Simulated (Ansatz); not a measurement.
```yaml
crystal:
  periodic: [false, false, false]
  atoms:
    - {symbol: Pt, position_ang: [-0.000599, -2.044887, -0.329745]}
    - {symbol: Pt, position_ang: [0.000574, 2.044877, 0.329763]}
    - {symbol: Si, position_ang: [0.000025, -0.000001, -0.000017]}
basis:
  gaussian: {orbitals: def2-mTZVPP}
total_charge: 1
magnetization: {spin_polarized: true, initial_magnetization: 1}
hamiltonian: {xc: {name: B3LYP5}}
scf: {lower_state_search: full}
```

```sh
$ ansatz run in.yaml --threads 4 --pin off --events-out ev --progress --plain --max-ram 3916MiB
```

Output, abridged:

```
Functional definition: B3LYP5
1096 factors; integrals over basis functions are off by at most 2.0e-4 eV
mean field evaluation 1: about -14351.1265 eV, gradient 5.7e1 eV
mean field evaluation 2: about -14351.1526 eV, gradient 5.7e1 eV
mean field evaluation 4: about -14361.1130 eV, gradient 1.6e1 eV
mean field evaluation 8: about -14362.7729 eV, gradient 1.4e-1 eV
mean field evaluation 16: about -14362.7806 eV, gradient 3.4e-4 eV
mean field evaluation 32: about -14361.9770 eV, gradient 5.8e0 eV
mean field evaluation 64: about -14340.9214 eV, gradient 7.1e0 eV
mean field evaluation 96: about -14338.3673 eV, gradient 2.2e1 eV
mean field evaluation 128: about -14349.4726 eV, gradient 1.8e1 eV
mean field evaluation 160: about -14362.1782 eV, gradient 3.2e0 eV
mean field evaluation 192: about -14362.0886 eV, gradient 1.5e0 eV
mean field evaluation 224: about -14362.2808 eV, gradient 4.0e0 eV
mean field evaluation 256: about -14362.0774 eV, gradient 8.0e-1 eV
mean field -14362.78060231 eV, -527.8224516925 hartree, gradient 1.3e-5 eV, S^2 0.763149; 12 other end points of the search recorded, 0 dependent functions left out
reference -14362.78082817 eV, -527.8224599929 hartree; 25, 24 occupied and 74, 75 virtual orbitals, 1096 factors
Total energy: -14362.78082817 eV, -527.8224599929 hartree
```

Hardware: 4 threads of Arm Neoverse V1 on a shared host. Wall time 13 s.

In the def2 sets Pt takes a core potential; there is no spin–orbit coupling.
